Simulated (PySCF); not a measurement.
Job for PySCF: R-B3LYP/LANL2DZ on NaTl, 2S+1 = 1, a spin state set in the input, which need not be the lowest, a point of a bond scan (R = 3.569 Å).

```python
from pyscf import gto, scf, dft, mp
from pyscf.data.elements import chemcore

mol = gto.M(
    atom='''
    Na    0.00000000    0.00000000    0.00000000
    Tl    0.00000000    0.00000000    3.56942700
    ''',
    basis='lanl2dz',
    ecp={'Na': 'lanl2dz', 'Tl': 'lanl2dz'},
    charge=0, spin=0, verbose=3, max_memory=1800)
mf = dft.RKS(mol, xc='b3lyp')
mf.conv_tol = 1e-8
mf.max_cycle = 100
mf.kernel()
if not mf.converged:
    mf = mf.newton().run(mf.mo_coeff, mf.mo_occ)
```

Output:

```
converged SCF energy = -51.7966079925208
```

Self-consistency was reached.

Cost: roughly 1.0 core-seconds.
